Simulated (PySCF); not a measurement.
**Polarisability and C₆ of Cr(2+) (chromium, charge +2)**

[Ar] 3d3 4s1, high-spin 5F determinant (an excited configuration). Calculation: PySCF 2.14, in def2-TZVPPD (6s6p4d2f1g, 67 functions); the non-relativistic Hamiltonian (point nucleus). Coupled (time-dependent) response in atomic units; α is the mean over directions.

```
method  mean α (bohr³)  C₆ (like pair)  S(−4)
   UHF           30.49           144.2  886.3
   PBE           23.87           105.8  516.2
  PBE0           25.56           115.2  601.9
```

S(−4) is the Cauchy moment in α(ω) = α(0) + S(−4) ω² + …

α(iu) at PBE:

```
u (hartree)  α(iu) (bohr³)
          0          23.87
     0.0500          22.66
      0.100          19.72
      0.200          13.38
      0.300          9.191
      0.500          5.267
      0.750          3.380
       1.00          2.497
       1.50          1.629
       2.00          1.174
       3.00         0.6934
       5.00         0.3190
```

A single London oscillator, α(iu) = α/(1 + u²/ω²), gives C₆ = (3/4) ω α². Matching the computed C₆ needs ω = 4 × 105.8 / (3 × 23.87²) = 0.248 hartree.

For an ion, C₆ is the dispersion term alone; charge-induced terms of lower order in 1/R come first.
